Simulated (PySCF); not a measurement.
Gas-phase reaction: GeH2Cl2 + 4 GeHCl ⇌ 2 GeCl3 + 3 GeH2

Energies from PySCF, thermal terms from the rigid-rotor harmonic-oscillator model, ideal gas at 1 bar. † marks an energy on the PBE0/def2-TZVP geometry and frequencies; other levels use their own. MP2 and CCSD(T) freeze the core. 6-31G* has spherical d functions here. Open shells (unrestricted): GeCl3 (multiplicity 2); the rest are closed-shell singlets. B3LYP is the form with VWN-RPA correlation. Ge: all electrons, no relativistic terms. GeHCl, GeCl3, GeH2: computed as isolated molecules; such fragments, hydroxides, amides, oligomers or adducts are transient or little studied in the gas. MP2 isn't extrapolated to the basis-set limit; its ΔH°(298 K) is 250.5 kJ in def2-SVP and 272.3 kJ in def2-TZVPP. CCSD(T) isn't extrapolated to the basis-set limit. The harmonic model lacks anharmonicity and excited electronic states, which grow with temperature; levels with a mode under 35 cm⁻¹ are left out.

```
level               ΔE electronic, kJ  ΔH°(298 K), kJ  ΔS°(298 K), J/K  ΔG°(2000 K), kJ
------------------  -----------------  --------------  ---------------  ---------------
B3LYP/6-31G*                      290             281              -22              308
BLYP/def2-TZVP†                   293             284              -25              317
CCSD(T)/def2-SVP†                 266             257              -25              291
HF/6-31G*                         246             235              -31              278
HF/def2-TZVP†                     235             226              -25              260
MP2/def2-TZVPP†                   281             272              -25              306
PBE/def2-TZVP†                    281             272              -25              306
r2SCAN/def2-TZVP†                 264             255              -25              289
ωB97X-V/def2-TZVP†                287             278              -25              311
```
ΔH° is lowest at HF/def2-TZVP† and highest at BLYP/def2-TZVP†. No reference value is set beside these.
